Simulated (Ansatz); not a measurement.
One change: `CC(C)[Si]F` becomes `CC(C)BO`.

Ansatz, PBE0-D4/def2-TZVP geometries, multiplicity 1. Each molecule was computed in one conformer, which needn't be the lowest.

```csv
property,`CC(C)[Si]F`
"ideal-gas entropy at 298 K and 1 bar (rigid rotor, harmonic PBE0-D4/def2-TZVP) / J/(mol·K)",351
LUMO energy (ωB97M-V/def2-TZVPP) / eV,-0.08
size of the dipole moment (ωB97M-V/def2-TZVPP) / D,1.60
HOMO energy (PBE/def2-TZVPP) / eV,-5.22
HOMO energy (PBE0/def2-TZVPP) / eV,-6.32
LUMO energy (PBE/def2-TZVPP) / eV,-2.91
```

(1) Give the same properties after the change, and the shifts. (Estimate.)

Results:

(1) The calculation gave: 
```json
{"property": "ideal-gas entropy at 298 K and 1 bar (rigid rotor, harmonic PBE0-D4/def2-TZVP) / J/(mol·K)", "`CC(C)BO`": "338", "shift": "-13"}
{"property": "LUMO energy (ωB97M-V/def2-TZVPP) / eV", "`CC(C)BO`": "2.02", "shift": "2.10"}
{"property": "size of the dipole moment (ωB97M-V/def2-TZVPP) / D", "`CC(C)BO`": "1.82", "shift": "0.22"}
{"property": "HOMO energy (PBE/def2-TZVPP) / eV", "`CC(C)BO`": "-6.63", "shift": "-1.41"}
{"property": "HOMO energy (PBE0/def2-TZVPP) / eV", "`CC(C)BO`": "-8.02", "shift": "-1.70"}
{"property": "LUMO energy (PBE/def2-TZVPP) / eV", "`CC(C)BO`": "-0.89", "shift": "2.02"}
```

With PBE0 the HOMO falls by 1.70 eV and the LUMO rises by 2.20 eV, so the gap widens by about 3.90 eV. PBE moves the HOMO by -1.41 eV and ωB97M-V by -1.91 eV. The zero-point energy changes by 68.9 kJ/mol with +6 modes. Dipoles are sizes alone; their direction can turn. Modes under 60 cm⁻¹, often nearly free rotors, make the harmonic entropy too high.
